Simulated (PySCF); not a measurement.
# Te⁴⁷⁺ (tellurium, charge +47) across methods

[He] 2s2 2p1, 2P determinant. Computed with PySCF 2.14 in an uncontracted even-tempered set (19 s from 22 bohr⁻², ratio 2.2; 12 p from 28 bohr⁻², ratio 2.2; 5 d from 110 bohr⁻², ratio 2.4; 5 f from 160 bohr⁻², ratio 2.4; 4 g from 240 bohr⁻², ratio 2.4), with scalar relativity by spin-free X2C-1e.

| method | E (hartree) | mean ε 2s α (eV) | mean ε 2s β (eV) | mean ε 2p α (eV) | Σ⟨r²⟩ (bohr²) | ⟨S²⟩ |
| --- | --- | --- | --- | --- | --- | --- |
| LDA | -3730.31 | -8535.7 | -8511.7 | -8176.9 | 0.04378 | 0.750 |
| MN15 | -3739.94 | -8554.8 | -8547.3 | -8184.1 | 0.04366 | 0.750 |
| UHF | -3735.51390 | -8641.7 | -8598.9 | -8296.9 | 0.04372 | 0.750 |
| PBE | -3735.68 | -8543.2 | -8520.3 | -8186.3 | 0.04373 | 0.750 |
| r2SCAN | -3735.71 | -8551.8 | -8525.5 | -8198.8 | 0.04372 | 0.750 |
| PBE0 | -3735.67 | -8568.1 | -8540.4 | -8214.1 | 0.04373 | 0.750 |
| PBEsol | -3733.52 | -8539.7 | -8516.3 | -8181.8 | 0.04375 | 0.750 |

Spin-orbit coupling, absent here, splits the open shell strongly.
